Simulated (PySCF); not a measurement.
**First hyperpolarisability: `C(C(CC)=O)(C)(C)C`, C₇H₁₄O**

Geometry:
```
atom   x (Å)   y (Å)   z (Å)
  C1   2.663  -0.007  -0.481
  C2   1.253   0.337  -0.044
  C3   0.232  -0.710  -0.444
  O4   0.585  -1.781  -0.878
  C5  -1.259  -0.358  -0.322
  C6  -1.548   0.488   0.921
  C7  -1.622   0.437  -1.587
  C8  -2.072  -1.650  -0.279
  H9   2.737  -0.049  -1.578
 H10   2.956  -0.996  -0.103
 H11   3.384   0.738  -0.115
 H12   1.196   0.438   1.055
 H13   0.933   1.319  -0.432
 H14  -1.044   1.465   0.891
 H15  -1.240  -0.030   1.843
 H16  -2.630   0.680   0.995
 H17  -1.047   1.373  -1.665
 H18  -1.434  -0.159  -2.493
 H19  -2.691   0.703  -1.569
 H20  -3.150  -1.423  -0.289
 H21  -1.850  -2.226   0.632
 H22  -1.833  -2.289  -1.139
```

The calculation used quadratic response CAM-B3LYP/aug-cc-pVDZ first hyperpolarisability, Taylor convention, gas phase (PySCF 2.14.0). Geometry: PBE0-D3(BJ)/def2-SVP.

Problem. What is the first hyperpolarisability, and how does it disperse?

Solution. In au, Taylor convention; the vector part is βᵢ = ⅓ Σⱼ (βᵢⱼⱼ + βⱼᵢⱼ + βⱼⱼᵢ); β∥ is 3/5 of the vector part along the dipole, the dipole points from − to +:
| process | λ (nm) | β vector norm | β∥ | β HRS | depolarisation ratio |
| --- | --- | --- | --- | --- | --- |
| static β(0;0,0) | ∞ | 107.2 | -57.7 | 40.4 | 7.48 |
| second harmonic β(−2ω;ω,ω) | 1907 | 111.2 | -59.6 | 41.9 | 7.47 |
| Pockels β(−ω;ω,0) | 1907 | 108.5 | -58.3 | – | – |
| second harmonic β(−2ω;ω,ω) | 1064 | 121.0 | -64.4 | 45.6 | 7.45 |
| Pockels β(−ω;ω,0) | 1064 | 111.5 | -59.8 | – | – |

Problem. Which lowest excitations, dipole and polarisabilities go with it?

Solution. S1 4.44 eV (f = 0.000); S2 6.33 eV (f = 0.004); S3 7.03 eV (f = 0.002); dipole 2.78 D; isotropic α 89.0 au static, 89.2 au at 1907 nm, 89.6 au at 1064 nm, 89.8 au at 953.5 nm, 91.5 au at 532 nm.
